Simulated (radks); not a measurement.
The numbers below are computed, except where a source is named.
Task: Mn6+, configuration [Ar] 3d1. Code: a radial shooting solver on a logarithmic mesh with Libxc functionals. Model: non-relativistic Kohn-Sham, LDA (Slater exchange, VWN5 correlation), spin-unpolarised, spherical densities, point nucleus. Some entries of the table are withheld. Estimate them.

orbital  occ.  eigenvalue (Ry)  <r^2> (bohr^2)  <r> (bohr)
1s          2              (1)             (2)     0.06168
2s          2        -62.24597         0.09442      0.2829
2p          6        -54.63058         0.07581      0.2484
3s          2        -13.77546          0.7608      0.8154
3p          6        -11.52639          0.8075         (3)
3d          1         -7.87082          0.8751      0.8544

Result: 
(1) 1s eigenvalue (Ry): -475.6769
(2) 1s <r^2> (bohr^2): 0.005102
(3) 3p <r> (bohr): 0.8338
